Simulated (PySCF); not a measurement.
Work out the structure from these simulated measurements.

Formula: C6H11ClSSi.

* 1H NMR: chemical shifts (computed TMS as zero) by class: 5.84 (1 H), 3.65 (1 H), 3.30 (1 H), 2.04 (3 H), 1.21 (3 H), 1.09 (1 H), 0.90 (1 H) ppm [GIAO PBE0/pcSseg-1]
* 13C NMR: chemical shifts (computed TMS as zero) by class: 90.1 (1 C), 81.9 (1 C), 21.3 (1 C), 14.0 (1 C), 9.1 (1 C), 4.8 (1 C) ppm [GIAO PBE0/pcSseg-1]
* NMR, other nuclei: isotropic shieldings of nuclei other than C and H, by class: 329 (1 Si), 566 (1 S), 967 (1 Cl) ppm [GIAO PBE0/pcSseg-1]
* Dipole: 1.42 D [PBE0/pcSseg-1]
* Rotational structure: rotational constants A, B, C: 1.355, 0.539, 0.496 GHz [GFN2-xTB]

The electronic properties come from PySCF, for the isolated species, density fitting. Levels stand in brackets. Geometry: GFN2-xTB, one conformer, isolated molecule. GFN2-xTB frequencies show an imaginary mode (22i cm⁻¹), so this geometry is no minimum at that level. Each NMR value is the plain mean over a class of atoms that symmetry, rotation or inversion makes alike.

**Question.** Give a SMILES that accounts for the data.

**Answer.** Numbering: `[CH3:1][C:2]#[C:3][CH2:4][S:5][Si@@H:6]([Cl:7])[CH2:8][CH3:9]`. Its formula, C6H11ClSSi, gives 2 degrees of unsaturation: 0 rings and 2 π bonds in the structure found. 6 carbons fall into 6 classes; from least to most shielded: alkyne carbon [C2] (90.1 ppm), alkyne carbon [C3] (81.9 ppm), sp3 carbon bound to sulfur [C4] (21.3 ppm), sp3 carbon bound to silicon [C8] (14.0 ppm), methyl carbon [C9] (9.1 ppm), propargylic carbon [C1] (4.8 ppm). Hydrogen classes from least to most shielded: 1 H on a chlorine-bound silicon, Si6 (5.84 ppm), 1 H on an sp3 carbon bound to sulfur, C4 (3.65 ppm), 1 H on an sp3 carbon bound to sulfur, C4 (3.30 ppm), 3 H on a propargylic carbon, C1 (2.04 ppm), 3 H on a methyl carbon, C9 (1.21 ppm), 1 H on an sp3 carbon bound to silicon, C8 (1.09 ppm), 1 H on an sp3 carbon bound to silicon, C8 (0.90 ppm). The other shieldings belong to: 329 ppm, chlorine-bound silicon [Si6]; 566 ppm, sulfur bonded to C and Si [S5]; 967 ppm, silicon-bound chlorine [Cl7]. The optimised geometry has point group C1 and is an asymmetric top. Structure: `CC#CCS[Si@@H](Cl)CC`. The assignments are read from this structure; whether some other isomer fits the data as well wasn't checked. The mirror image fits equally.

Conformer computed: `[CH3:1][C:2]#[C:3][CH2:4][S:5][Si@@H:6]([Cl:7])[CH2:8][CH3:9]`: C3–C4–S5–Si6 62°, C4–S5–Si6–Cl7 42°, S5–Si6–C8–C9 180°.
